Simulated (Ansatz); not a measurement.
Mulliken charges of C2H2ClOSi (`[C]#C[SiH](O)Cl`) radical from ωB97M-V/def2-TZVPP in Ansatz (PBE0-D4/def2-TZVP geometry).

| atom | x (Å) | y (Å) | z (Å) | charge (e) |
| --- | --- | --- | --- | --- |
| C1 | 0.436 | -2.142 | 1.500 | -0.039 |
| C2 | 0.286 | -1.083 | 0.929 | -0.170 |
| Si3 | 0.013 | 0.505 | 0.076 | 0.594 |
| O4 | -1.072 | 0.347 | -1.124 | -0.358 |
| Cl5 | 1.835 | 1.107 | -0.629 | -0.199 |
| H6 | -0.511 | 1.521 | 0.999 | -0.015 |
| H7 | -0.926 | -0.323 | -1.795 | 0.186 |

Problem. By hand: the dipole of these point charges (1 e Å = 4.8032 D).

Solution. Σ q r = (-0.204, 0.140, 0.007) e Å, of length 0.248 e Å = 1.19 D.

Problem. How does the dipole of the full density compare? (An estimate is asked.)

Solution. Computed: (-0.091, -0.209, -0.097) e Å, 1.19 D; the point charges give 1.00 times that, at 101° from its direction.

Point charges leave out the atoms' own dipoles, such as those of lone pairs, and Mulliken's split depends on the basis, so the two needn't agree.
